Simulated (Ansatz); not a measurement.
Reaction (ligand exchange at a Ta–O bond): `[NH]=[Ta]([OH])([OH])[F]` + NH₃ → `[NH]=[Ta]([NH2])([OH])[F]` + H₂O

Program: Ansatz. Geometries: PBE0-D4/def2-TZVP. ΔE: electronic, gas phase. CCSD(T)/CBS adds triple-zeta CCSD(T) − MP2 to the extrapolated MP2 energy (def2 sets, frozen cores). This one scheme is used for every species. DFT in def2-TZVPP. def2 core potentials past Kr. For Ta outer-core shells are correlated without core-valence functions, which leaves a few kJ/mol of doubt a bond. One conformer a species, not always the lowest.

```
                    species  r2SCAN-D4 energy (Eh)
 `[NH]=[Ta]([OH])([OH])[F]`             -364.14085
                        NH₃              -56.54866
`[NH]=[Ta]([NH2])([OH])[F]`             -344.24618
                        H₂O              -76.42324
```

Problem. Work out ΔE.

Solution. ΔE = (-344.24618) + (-76.42324) − (-364.14085) − (-56.54866) = 0.02009 Eh = +12.6 kcal/mol. CCSD(T)/CBS gives +10.5 kcal/mol.

Largest T1 diagnostic among the species: 0.019.

Leaving LDA and LC-ωPBE aside and taking each functional with its dispersion term where it has one, the values, not all of them listed here, spread over 1.9 kcal/mol, from HSE06-D4 to B97M-V. LDA lies −0.8 kcal/mol from PBE without D4. At CCSD(T), def2-SVP lies +1.7 kcal/mol from the extrapolated value and def2-TZVPP +0.6 kcal/mol.
